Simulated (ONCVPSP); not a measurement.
## Te: one change to an ONCV potential, before and after

ONCVPSP 4.0.1 input, shortened (lines: element, Z, core and valence counts, functional; n l f; lmax; l rc ep ncon nbas qcut; lloc lpopt rc5 dvloc0; l nproj debl; icmod fcfact rcfact), PBE, scalar-relativistic:

```
  Te 52.00    7    4        4      upf
    1    0    2.00
    2    0    2.00
    2    1    6.00
    3    0    2.00
    3    1    6.00
    3    2   10.00
    4    0    2.00
    4    1    6.00
    4    2   10.00
    5    0    2.00
    5    1    3.75
    2
    0    1.70    0.00    4    8    3.60
    1    1.10    0.00    5    9   12.70
    2    1.00    0.00    5    9   11.10
    4    2    0.80    4.00
    0    2    3.30
    1    2    3.10
    2    2    1.50
    3    5.75    1.15
```

In the d channel the program set the typed energies aside and used -1.608, 0.250 Ha.

All-electron outer shells of the reference configuration (PBE, scalar-relativistic, ld1.x):

```tsv
shell	level (eV)	outermost node (bohr)	outermost maximum (bohr)
3d	-562.18	–	0.24
4s	-166.51	0.38	0.70
4p	-116.53	0.38	0.74
4d	-43.77	0.36	0.81
5s	-17.08	0.91	1.80
5p	-7.79	1.00	2.17
```

Change: p: qcut 9.6.

Cutoffs: the cutoffs (Ha) at which the residual kinetic energy of the hardest occupied pseudo-wave falls to 1 and 0.1 mHa per electron; they do not see the model core or the augmentation charge, which bear on the density cutoff. Errors are all-electron minus pseudo energies relative to the spin-unpolarised reference configuration.

What does the change do?

The potential gets harder (64 Ha and 74 Ha → 68 Ha and 200 Ha); both files keep a bound ghost (s); the errors of the 4 common tests hardly move.

| quantity | base | changed |
| --- | --- | --- |
| cutoff, loose | 64 Ha | 68 Ha |
| cutoff, tight | 74 Ha | 200 Ha |
| loose cutoff by channel | s 11 Ha, p 64 Ha, d 53 Ha | s 11 Ha, p 68 Ha, d 53 Ha |
| bound ghosts | s | s |
| GHOST(+) flags under 300 eV | none | none |
| error for 4p6 4d10 5s2 5p4, meV [ΔE -1.72 eV] | +0.3 | +0.3 |
| error for 4p6 4d10 5s2 5p3, meV [ΔE 8.01 eV] | -1.6 | -1.7 |
| error for 4p6 4d10 5s2 5p2, meV [ΔE 25.94 eV] | -6.2 | -6.5 |
| error for 4p6 4d9 5s2 5p4, meV [ΔE 47.54 eV] | -44 | -42 |
| s: phases at 1.72 bohr within 0.05 rad from the reference energy up to (Ha; the scan ends near 5) | n/a | n/a |
| p: phases at 1.12 bohr within 0.05 rad from the reference energy up to (Ha; the scan ends near 5) | to the end of the scan | to the end of the scan |
| d: phases at 1.02 bohr within 0.05 rad from the reference energy up to (Ha; the scan ends near 5) | to the end of the scan | to the end of the scan |
| rms error of d²Exc/dni dnj with the model core, mHa | 1.76 | 1.62 |

 A true bound ghost makes a file unfit for plane-wave use even where its test errors are small: the radial tests pick states by their node count and pass the ghost by.
